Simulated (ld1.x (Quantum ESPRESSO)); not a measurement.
# What one change does to a pseudopotential (hydrogen, TM)

ld1.x (Quantum ESPRESSO) 7.5 input, shortened:

```
&input
   title='H', zed=1., rel=0, dft='PBE', iswitch=3,
   config='1s1 2p-2'
 /
 &inputp
   pseudotype=2, tm=.true., lloc=-2, rcloc=0.65,
   nlcc=.false.
 /
2
1S  1  0   1.00   0.00  0.70  0.70  0.0
2P  2  1  -2.00   0.20  0.75  0.75  0.0
 &test
   configts(1)='1s1'
 /
```

Change: all radii scaled by about 1.23 (s 0.86, p 0.92 bohr); local potential all-electron potential smoothed inside 0.80 bohr (lloc = -2).

Cutoffs: the cutoffs (Ry, on a coarse ladder) from which the occupation-weighted sum of valence levels, in a spherical-Bessel basis at the reference potential, stays within 10 and 1 mRy of its value at 400 Ry; they do not see the model core or the augmentation charge, which bear on the density cutoff. Errors are all-electron minus pseudo energies relative to the spin-unpolarised reference configuration.

Task: How do hardness, ghosts and transferability respond?

Result: The potential gets softer (35 Ry and 80 Ry → 30 Ry and 55 Ry); neither file shows a bound ghost. A larger radius leaves more room for a smooth pseudo-wave, so fewer plane waves are needed.

```json
{"quantity": "cutoff, loose", "base": "35 Ry", "changed": "30 Ry"}
{"quantity": "cutoff, tight", "base": "80 Ry", "changed": "55 Ry"}
{"quantity": "bound ghosts", "base": "none", "changed": "none"}
{"quantity": "error for 1s0.5, meV [ΔE 4.76 eV]", "base": "+0.1", "changed": "+0.3"}
```
